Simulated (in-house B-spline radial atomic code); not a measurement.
Values are calculated unless marked as measured or tabulated.
**Xe ion on P atom: potential, deflection and energy transfer**

The pair potential comes from two frozen, spherical free-atom densities (PBE, B-spline radial code, scalar-relativistic past argon): electrostatics plus the change in Thomas-Fermi kinetic and Dirac exchange energy where they overlap, the recipe behind the universal ZBL potential, which averages such potentials (from solid-state densities) over many pairs. It is written V = (Z1 Z2 e²/r) φ(r/a), with e² = 14.3996 eV·Å and a = 0.46850 Å/(Z1^0.23 + Z2^0.23); ZBL's fit is φ = 0.18175 e^(−3.1998x) + 0.50986 e^(−0.94229x) + 0.28022 e^(−0.4029x) + 0.02817 e^(−0.20162x). Where φ falls below 4e-4 it is continued as an exponential.

Masses 131.29 and 30.97 u.

| x = r/a | φ, this pair | φ, ZBL |
| --- | --- | --- |
| 0.1 | 0.8862 | 0.8928 |
| 0.25 | 0.7626 | 0.7647 |
| 0.5 | 0.6114 | 0.6096 |
| 1 | 0.42 | 0.4164 |
| 1.5 | 0.3039 | 0.2995 |
| 2 | 0.2275 | 0.2218 |
| 3 | 0.1358 | 0.1292 |
| 4 | 0.08519 | 0.08026 |
| 5 | 0.05635 | 0.05224 |
| 6.5 | 0.03183 | 0.02914 |
| 8 | 0.01873 | 0.01705 |
| 10 | 0.009923 | 0.008778 |
| 12 | 0.005412 | 0.00474 |
| 14.5 | 0.002554 | 0.002328 |
| 17 | 0.001261 | 0.001212 |
| 20 | 0.000584 | 0.0005882 |

(1) At x = 1 the electrostatic, kinetic and exchange parts are 32784.55, 13329.5 and -443.97 eV. Find r, V and φ.

(2) The ion comes in at 569.6 keV with impact parameter 0.2146 Å. The scattering integral gives a centre-of-mass angle of 10° and a closest approach of 2.11 a. What are the reduced energy, the energy passed on and the laboratory angles?

Answers

(1) a = 0.46850/(2.5029 + 1.8642) = 0.10728 Å, so r = 0.10728 Å. V = 32784.55 + 13329.5 + (-443.97) = 45670.08 eV. The bare repulsion is 54 × 15 × 14.3996/0.10728 = 108720 eV, so φ = 0.4201, +0.9 % against ZBL's 0.4164. The kinetic (Pauli) term is 29 % of V here.

(2) ε = E a M2/(Z1 Z2 e² (M1 + M2)) = 569600 × 1.7555e-06 = 1. The most that one collision can pass on is γE with γ = 4 M1 M2/(M1 + M2)² = 0.6177. Here T = γE sin²(θ/2) = 0.6177 × 569600 × 0.0076 = 2674 eV. The ion turns by arctan(sin θ/(cos θ + M1/M2)) = 1.9°, and the struck atom leaves at (180° − θ)/2 = 85.0°. The closest approach is 0.226 Å. With ZBL the angle would be 9.88° and T = 2609 eV.
